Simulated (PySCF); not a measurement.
A structure optimised at B3LYP-D3(BJ)/def2-SVP, used in a PySCF frequency run:

```xyz
16

C     -2.3718    -0.1266     0.0000
C     -0.9481     0.4110     0.0000
C      0.0128    -0.0720    -1.1392
B      1.1222    -0.1151     0.0000
N      2.5085    -0.0016     0.0000
C      0.0128    -0.0720     1.1392
H     -2.9292     0.2060    -0.8920
H     -2.9292     0.2060     0.8920
H     -2.3695    -1.2303     0.0000
H     -0.9734     1.5147     0.0000
H     -0.2739    -1.0860    -1.4728
H      0.1123     0.5669    -2.0313
H      3.0599     0.0433    -0.8492
H      3.0599     0.0433     0.8492
H      0.1123     0.5669     2.0313
H     -0.2739    -1.0860     1.4728
```

**Question.** Write its SMILES, formula and point group.

**Answer.** CC1CB(N)C1, C4H10BN, Cs

**Question.** What are its rotational constants (standard atomic weights)?

**Answer.** 8.9675, 2.1755, 1.8732 GHz
